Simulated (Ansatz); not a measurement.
The cluster Hg₃. Charge 0, multiplicity 3. Geometry PBE/def2-TZVP, that of the charge +1 doublet; atoms count from 1.

Cartesian coordinates in Å:
```
Hg 0.001 0.005 0.002
Hg -2.636 0.724 -0.901
Hg 2.635 -0.728 0.899
```

In the def2 sets Hg takes a core potential; there is no spin–orbit coupling. At PBE0/def2-TZVP a singlet of charge 0 lies 2.97 eV below the triplet at the same geometry. The structure comes from a short search, and lower isomers may exist.

**Question.** Estimate the Mulliken populations from the PBE0/def2-TZVP orbitals of Ansatz.

**Answer.** 
| atom | charge (e) | spin (α − β) | d electrons |
| --- | --- | --- | --- |
| Hg1 | -0.01 | 0.81 | 9.98 |
| Hg2 | 0.00 | 0.59 | 9.98 |
| Hg3 | 0.01 | 0.59 | 9.98 |
Mulliken values and Mayer orders depend strongly on the basis.

**Question.** Where does the spin sit?

**Answer.** Summed by element: Hg 2.00, of 2 unpaired in all. Largest on single atoms: Hg1 0.81, Hg2 0.59, Hg3 0.59.

**Question.** And the Mayer bond orders between bonded heavy atoms (over 0.3)?

**Answer.** Hg1–Hg2 0.72 (2.88 Å); Hg1–Hg3 0.72 (2.88 Å).
